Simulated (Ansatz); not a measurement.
C3H5FSi, SMILES `C#CC[SiH2]F`, relaxed with RKS PBE0-D4/def2-TZVP in the Gaussian-basis code of Ansatz from a PBE-D4/def2-SVP geometry. The force threshold is 0.005 eV/Å; the program also tests the step.

Total charge 0; spin multiplicity 1.

Start:

```xyz
10

C    -0.797    1.741    1.399
C    -0.831    0.763    0.663
C    -0.760   -0.390   -0.218
Si    1.068   -0.694   -0.635
F     1.169   -1.998   -1.629
H    -0.798    2.602    2.052
H    -1.329   -0.223   -1.159
H    -1.184   -1.299    0.262
H     1.629    0.494   -1.355
H     1.831   -0.996    0.619
```

| step | energy (eV) | largest force (eV/Å) | largest move (Å) |
| --- | --- | --- | --- |
| 1 | -13779.6421 | 1.253 | 0.000 |
| 2 | -13779.7115 | 0.457 | 0.041 |
| 3 | -13779.7226 | 0.119 | 0.018 |
| 4 | -13779.7231 | 0.008 | 0.003 |
| 5 | -13779.7231 | 0.008 | 0.001 |
| 6 (rejected) | -13779.7230 | 0.048 | 0.002 |
| 7 | -13779.7231 | 0.005 | 0.001 |
| 8 | -13779.7231 | 0.004 | 0.001 |

End:

```xyz
10

C    -0.789    1.717    1.380
C    -0.820    0.758    0.657
C    -0.754   -0.391   -0.219
Si    1.054   -0.688   -0.629
F     1.158   -1.958   -1.600
H    -0.790    2.565    2.022
H    -1.318   -0.217   -1.141
H    -1.174   -1.279    0.263
H     1.617    0.482   -1.339
H     1.815   -0.988    0.605
```

Hardware: 4 threads of a server CPU on a shared host. Wall time 23 s, peak host memory 0.45 GiB.
